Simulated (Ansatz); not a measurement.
The lowest singlet and triplet of Cl2Ge (SMILES [Cl][Ge][Cl]); geometries from B3LYP-D3(BJ)/def2-TZVP, each state relaxed from the structure named, with no frequency check.
Singlet (charge 0, multiplicity 1):
```xyz
3

Cl    -1.694    -0.685     0.000
Ge    -0.001     0.727     0.000
Cl     1.695    -0.683     0.000
```
Triplet (charge 0, multiplicity 3):
```xyz
3

Cl    -1.878    -0.541     0.000
Ge     0.000     0.573     0.000
Cl     1.879    -0.538     0.000
```

A positive gap puts the triplet lower; no zero-point energy. R- takes a restricted singlet. The triplet is unrestricted in single-reference levels. Active spaces average the two states.

Correlated levels freeze the cores. Filled d and f shells under p-block atoms count as core.

Programs: Ansatz (Gaussian basis) for Hartree–Fock, density functionals and correlated methods. Values without a source in brackets are computed.

R-PBE/def2-TZVPP gives -254.8 kJ/mol for the gap E(singlet) − E(triplet), adiabatic.

Q: Where do these levels fall relative to PBE: R-r2SCAN/def2-TZVPP, R-B3LYP/def2-TZVPP, R-wB97M-V/def2-TZVPP, R-B2PLYP/def2-TZVPP, R-MP2/def2-QZVPP, R-CCSD(T)/def2-QZVPP, SC-NEVPT2 on SA-CASSCF(2,2)/def2-QZVPP, FIC-MRCISD+Q on SA-CASSCF(2,2)/def2-QZVPP.

A: R-r2SCAN/def2-TZVPP 15.8; R-B3LYP/def2-TZVPP -8.6; R-wB97M-V/def2-TZVPP -10.8; R-B2PLYP/def2-TZVPP -4.5; R-MP2/def2-QZVPP 4.1; R-CCSD(T)/def2-QZVPP 3.1; SC-NEVPT2 on SA-CASSCF(2,2)/def2-QZVPP -0.3; FIC-MRCISD+Q on SA-CASSCF(2,2)/def2-QZVPP 2.3 kJ/mol. 4 of 8 lie above PBE; the widest gap is to R-r2SCAN/def2-TZVPP.

Measured: singlet below triplet (a) by 22315 ± 2 cm-1 = 63.8 kcal/mol (with zero-point energy) [Jacox, NIST Chemistry WebBook].

Ansatz is an electronic-structure program.
